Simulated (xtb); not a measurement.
CeF₄, charge -1, doublet, from a rough starting geometry (GFN-xTB shapes and energies of metal compounds can be far from the true ones) (GFN-xTB holds the 4f electrons in the core, so unpaired electrons go into valence orbitals and the state isn't the physical one) (the multiplicity is a formal guess); GFN2-xTB run with xtb.

The xtb input:
```
$ xtb mol.xyz --gfn 2 --chrg -1 --uhf 1 --opt vtight --json

# file mol.xyz
5

Ce    -0.02515361     0.00554282     0.01249066
F      1.27455974     0.90759605    -1.25472536
F      0.99571325    -1.29172442     1.22446870
F     -1.31055857    -1.03834635    -1.17203196
F     -1.01224534     1.39600949     1.08715864
```

It wrote (shortened):

```
   ID    Z sym.   atoms
    1   58 Ce     1
    2    9 F      2-5

           -------------------------------------------------
          |                Calculation Setup                |
           -------------------------------------------------

           -------------------------------------------------
          |                 G F N 2 - x T B                 |
           -------------------------------------------------

          ...................................................
          :                      SETUP                      :
          :.................................................:
          :  # basis functions                  26          :
          :  # atomic orbitals                  25          :
          :  # shells                           11          :
          :  # electrons                        32          :
          :  max. iterations                   250          :
          :  Hamiltonian                  GFN2-xTB          :
          :  restarted?                      false          :
          :  GBSA solvation                  false          :
          :  PC potential                    false          :
          :  electronic temp.          300.0000000     K    :
          :  accuracy                    1.0000000          :
          :  -> integral cutoff          0.2500000E+02      :
          :  -> integral neglect         0.1000000E-07      :
          :  -> SCF convergence          0.1000000E-05 Eh   :
          :  -> wf. convergence          0.1000000E-03 e    :
          :  Broyden damping             0.4000000          :
          :  net charge                         -1          :
          :  unpaired electrons                  1          :
          ...................................................

 iter      E             dE          RMSdq      gap      omega  full diag
   1    -18.6963570 -0.186964E+02  0.160E+01    0.52       0.0  T
   2    -20.2668515 -0.157049E+01  0.106E+01    7.85       1.0  T
   3    -20.5482187 -0.281367E+00  0.739E+00    5.22       1.0  T
   4    -20.5943485 -0.461298E-01  0.624E+00    4.80       1.0  T
   5    -20.6393839 -0.450354E-01  0.150E+00    5.14       1.0  T
   6    -20.6470469 -0.766295E-02  0.877E-01    4.16       1.0  T
   7    -20.6512687 -0.422179E-02  0.576E-01    4.35       1.0  T
   8    -20.6542658 -0.299714E-02  0.211E-01    4.57       1.0  T
   9    -20.6545317 -0.265926E-03  0.304E-02    4.69       1.5  T
  10    -20.6545373 -0.557703E-05  0.169E-02    4.70       2.7  T
  11    -20.6545396 -0.226947E-05  0.395E-03    4.70      11.3  T
  12    -20.6545397 -0.126888E-06  0.117E-03    4.70      38.2  T
  13    -20.6545397 -0.114084E-07  0.351E-04    4.71     127.5  T
  14    -20.6545397 -0.111459E-08  0.295E-05    4.71    1515.1  T

   *** convergence criteria satisfied after 14 iterations ***

         :::::::::::::::::::::::::::::::::::::::::::::::::::::
         ::                     SUMMARY                     ::
         :::::::::::::::::::::::::::::::::::::::::::::::::::::
         :: total energy             -20.638318575986 Eh    ::
         :: gradient norm              0.008551205518 Eh/a0 ::
         :: HOMO-LUMO gap              4.705417222135 eV    ::
         ::.................................................::
         :: SCC energy               -20.654538654715 Eh    ::
         :: -> isotropic ES            0.240597249472 Eh    ::
         :: -> anisotropic ES         -0.003021282692 Eh    ::
         :: -> anisotropic XC         -0.001526998683 Eh    ::
         :: -> dispersion             -0.002449505211 Eh    ::
         :: repulsion energy           0.016220078729 Eh    ::
         :: add. restraining           0.000000000000 Eh    ::
         :: total charge              -1.000000000000 e     ::
         :::::::::::::::::::::::::::::::::::::::::::::::::::::

      -----------------------------------------------------------
     |                   =====================                   |
     |                        A N C O P T                        |
     |                   =====================                   |
     |               Approximate Normal Coordinate               |
     |                Rational Function Optimizer                |
      -----------------------------------------------------------
      -----------------------------------------------------------
     |                   =====================                   |
     |                        A N C O P T                        |
     |                   =====================                   |
     |               Approximate Normal Coordinate               |
     |                Rational Function Optimizer                |
      -----------------------------------------------------------

          ...................................................
          :                      SETUP                      :
          :.................................................:
          :   optimization level         verytight          :
          :   max. optcycles                   200          :
          :   ANC micro-cycles                  20          :
          :   degrees of freedom                 9          :
          :.................................................:
          :   RF solver                   davidson          :
          :   write xtbopt.log                true          :
          :   linear?                        false          :
          :   energy convergence         0.1000000E-06 Eh   :
          :   grad. convergence          0.2000000E-03 Eh/α :
          :   maxmium RF displ.          1.0000000          :
          :   Hlow (freq-cutoff)         0.1000000E-01      :
          :   Hmax (freq-cutoff)         5.0000000          :
          :   S6 in model hess.         20.0000000          :
          ...................................................

generating ANC from exact Hessian ...
Using Lindh-Hessian (1995)
[...]
 * total energy  :   -20.6383186 Eh     change       -0.5513812E-11 Eh
 * total energy  :   -20.6386831 Eh     change       -0.3645635E-03 Eh
 * total energy  :   -20.6387647 Eh     change       -0.8155387E-04 Eh
 * total energy  :   -20.6387826 Eh     change       -0.1787373E-04 Eh
 * total energy  :   -20.6387863 Eh     change       -0.3760390E-05 Eh
 * total energy  :   -20.6387863 Eh     change        0.5970342E-08 Eh
 * total energy  :   -20.6387865 Eh     change       -0.1298467E-06 Eh
 * total energy  :   -20.6387865 Eh     change       -0.7800836E-09 Eh
   *** GEOMETRY OPTIMIZATION CONVERGED AFTER 8 ITERATIONS ***
[...]
          :  -> wf. convergence          0.1000000E-03 e    :
          :  Broyden damping             0.4000000          :
          :  net charge                         -1          :
          :  unpaired electrons                  1          :
          ...................................................

 iter      E             dE          RMSdq      gap      omega  full diag
   1    -20.6526906 -0.206527E+02  0.874E-06    4.69       0.0  T
   2    -20.6526906 -0.390799E-13  0.592E-06    4.69    7555.4  T
   3    -20.6526906  0.710543E-14  0.204E-06    4.69   21959.5  T

   *** convergence criteria satisfied after 3 iterations ***

         :::::::::::::::::::::::::::::::::::::::::::::::::::::
         ::                     SUMMARY                     ::
         :::::::::::::::::::::::::::::::::::::::::::::::::::::
         :: total energy             -20.638786452132 Eh    ::
         :: gradient norm              0.000004842144 Eh/a0 ::
         :: HOMO-LUMO gap              4.693355755337 eV    ::
         ::.................................................::
         :: SCC energy               -20.652689430633 Eh    ::
         :: -> isotropic ES            0.240119194608 Eh    ::
         :: -> anisotropic ES         -0.003266299566 Eh    ::
         :: -> anisotropic XC         -0.001735167148 Eh    ::
         :: -> dispersion             -0.002430775224 Eh    ::
         :: repulsion energy           0.013902978500 Eh    ::
         :: add. restraining           0.000000000000 Eh    ::
         :: total charge              -1.000000000000 e     ::
         :::::::::::::::::::::::::::::::::::::::::::::::::::::

           -------------------------------------------------
          |                Property Printout                |
           -------------------------------------------------

    * Orbital Energies and Occupations

         #    Occupation            Energy/Eh            Energy/eV
      -------------------------------------------------------------
         1        2.0000           -0.6424546             -17.4821
       ...           ...                  ...                  ...
         4        2.0000           -0.6423844             -17.4802
         5        2.0000           -0.3287223              -8.9450
         6        2.0000           -0.3146491              -8.5620
         7        2.0000           -0.3146483              -8.5620
         8        2.0000           -0.3146475              -8.5620
         9        2.0000           -0.3038928              -8.2693
        10        2.0000           -0.3038928              -8.2693
        11        2.0000           -0.3036813              -8.2636
        12        2.0000           -0.3036807              -8.2636
        13        2.0000           -0.3036802              -8.2636
        14        2.0000           -0.3028547              -8.2411
        15        2.0000           -0.3028535              -8.2411
        16        2.0000           -0.3028526              -8.2410 (HOMO)
        17                         -0.1303749              -3.5477 (LUMO)
        18                         -0.1303749              -3.5477
        19                         -0.1205348              -3.2799
        20                         -0.1205343              -3.2799
        21                         -0.1205331              -3.2799
        22                          0.0404101               1.0996
        23                          0.3753327              10.2133
        24                          0.3753538              10.2139
        25                          0.3753637              10.2142
      -------------------------------------------------------------
                  HL-Gap            0.1724777 Eh            4.6934 eV
             Fermi-level           -0.2166137 Eh           -5.8944 eV

     #   Z          covCN         q      C6AA      α(0)
     1  58 Ce       2.469     1.019   495.418    48.281
     2   9 F        0.617    -0.505    14.956     4.563
     3   9 F        0.617    -0.505    14.956     4.563
     4   9 F        0.617    -0.505    14.956     4.563
     5   9 F        0.617    -0.505    14.956     4.563

 Mol. C6AA /au·bohr⁶  :       1339.163399
 Mol. C8AA /au·bohr⁸  :     165617.492893
 Mol. α(0) /au        :         66.531018

Wiberg/Mayer (AO) data.
largest (>0.10) Wiberg bond orders for each atom

 ---------------------------------------------------------------------------
     #   Z sym  total        # sym  WBO       # sym  WBO       # sym  WBO
 ---------------------------------------------------------------------------
     1  58 Ce   2.940 --     3 F    0.735     4 F    0.735     5 F    0.735
                             2 F    0.735
     2   9 F    0.835 --     1 Ce   0.735
     3   9 F    0.835 --     1 Ce   0.735
     4   9 F    0.835 --     1 Ce   0.735
     5   9 F    0.835 --     1 Ce   0.735
 ---------------------------------------------------------------------------

Topologies differ in total number of bonds
Writing topology from bond orders to xtbtopo.mol

molecular dipole:
                 x           y           z       tot (Debye)
 q only:        0.029       0.008       0.039
   full:        0.029       0.008       0.039       0.125
molecular quadrupole (traceless):
                xx          xy          yy          xz          yz          zz
 q only:       -0.000      -0.001       0.001      -0.001      -0.001      -0.001
  q+dip:       -0.000      -0.001       0.001      -0.001      -0.001      -0.001
   full:       -0.000      -0.001       0.001      -0.001      -0.001      -0.001

optimized geometry written to: xtbopt.xyz

           -------------------------------------------------
          | TOTAL ENERGY              -20.638786452132 Eh   |
          | GRADIENT NORM               0.000004842144 Eh/α |
          | HOMO-LUMO GAP               4.693355755337 eV   |
           -------------------------------------------------

normal termination of xtb
```
